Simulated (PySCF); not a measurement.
Isomers of C3H9N3OSi2, one GFN2-xTB conformer each. Single-point energies are computed at PBE0/pcSseg-1 (PySCF, gas phase, no added dispersion term), electronic only.

**Question.** Rank them by PBE0/pcSseg-1 energy, lowest first (kcal/mol).
A. `[N:1]#[C:2][CH2:3][Si@@H:4]1[NH:5][CH2:6][Si@@H:7]([OH:8])[NH:9]1` with C2–C3–Si4–N5 -73°, C6–Si7–O8–H 56°, C3–Si4–N5–C6 -141°, Si4–N5–C6–Si7 27°, N5–C6–Si7–O8 -138°, C6–Si7–N9–Si4 3°
B. `[N:1]#[C:2][C@@H:3]1[O:4][CH2:5][SiH2:6][NH:7][Si@H:8]1[NH2:9]` with N7–Si8–N9–H 79° and -63°, C2–C3–O4–C5 -44°, C3–O4–C5–Si6 -66°, O4–C5–Si6–N7 24°, C5–Si6–N7–Si8 -6°

**Answer.** A (0.0), B (49.6).

As drawn, the lower has an O–H bond and an Si–O bond, which the higher lacks. GFN2-xTB itself gives, in the same order: 0.0, 40.8. Both levels put the same isomer lowest.

**Question.** Which frontier levels, dipoles and rotational constants go with these structures?

**Answer.** 
```tsv
SMILES	HOMO (eV, PBE0/pcSseg-1)	LUMO (eV)	dipole (D)	A, B, C (MHz)
N#CC[Si@@H]1NC[Si@@H](O)N1	-7.05	0.51	3.52	3594, 583.8, 536.5
N#C[C@@H]1OC[SiH2]N[Si@H]1N	-7.15	-0.34	4.43	1307, 1232, 877.8
```
